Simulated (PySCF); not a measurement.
## Spinor energies of Sr (strontium, neutral)

Start: [Kr] 5s2. Calculated with PySCF 2.14 in x2c-SVPall-2c with one added diffuse shell each of s, d type (7s7p7d1f, 70 functions): generalised Hartree-Fock with the X2C-1e Hamiltonian and a Gaussian nucleus; one run each with spin-orbit coupling (SO) switched off, then screened by Boettger's factors.

```csv
spinor shell,electrons,"ε, spin-free (eV)","ε, screened SO (eV)",weight of nominal j (screened SO),"rms radius, screened SO (bohr)"
1s1/2,2,-16195.0,-16194.5,1.000,0.0451
2s1/2,2,-2260.4,-2260.2,1.000,0.187
2p1/2,2,-2003.4,-2050.6,1.000,0.164
2p3/2,4,-2003.4,-1980.9,1.000,0.167
3s1/2,2,-379.54,-379.51,1.000,0.524
3p1/2,2,-293.78,-301.34,1.000,0.527
3d3/2,4,-152.04,-153.18,1.000,0.545
3d5/2,6,-152.04,-151.26,1.000,0.549
4s1/2,2,-53.063,-53.058,1.000,1.46
4p1/2,2,-29.902,-30.725,1.000,1.67
4p3/2,4,-29.902,-29.506,1.000,1.69
5s1/2,2,-4.929,-4.929,1.000,4.89
```

Problem. Where does 3p3/2 lie, and what is the 3p spin-orbit splitting (screened SO)?

Solution. At -290.17 eV, 11.170 eV above 3p1/2.

| quantity | spin-free | screened SO |
| --- | --- | --- |
| E (hartree) | -3176.91197 | -3177.14618 |
| M_J | 0 | 0 |
| ⟨J²⟩ | 0.000 | 0.000 |
| ⟨L²⟩ | 0.000 | 0.005 |
| ⟨S²⟩ | 0.000 | 0.005 |

Breit and QED terms are absent; they matter most for the inner s and p1/2 levels.

Densities and radii are taken from the X2C orbitals without a picture-change correction, which distorts them close to the nucleus.

Without spin-orbit coupling the j labels of p, d and f shells carry no meaning; the spin-free column gives the mean over the occupied spinors of each nl shell.
